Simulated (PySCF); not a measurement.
Cl₃OSi, SMILES Cl[Si](Cl)([O])Cl (connectivity only; charge and spin as stated), charge -1, multiplicity 1. The structure is a stationary point at PBE-D3(BJ)/def2-SVPD. The multiplicity is an assumed one; other spin states were not compared. The isomer is the one that the SMILES or the coordinates give; other isomers of the formula were not compared.

All values below come from PBE-D3(BJ)/def2-SVPD run with PySCF 2.14.0.

Harmonic wavenumbers (cm⁻¹): 145, 145, 208, 258, 258, 398, 471, 471, 1115. Rotational constants (GHz): 1.719, 1.719, 1.292; symmetry number 3.

Problem. Work out the zero-point energy and the ideal-gas rigid-rotor harmonic-oscillator thermochemistry at 298.15 K and 1 atm.

Solution. ZPE = ½ Σ hcν = ½ × 3468 cm⁻¹ = 20.74 kJ/mol. H − E(el) = 40.20 kJ/mol. Entropy in J/(mol K): translation 171.27, rotation 111.46, vibration 56.05, total 338.78. G − E(el) = -60.81 kJ/mol. Cp = 89.80 J/(mol K). Modes under 150 cm⁻¹ make the vibrational entropy uncertain.
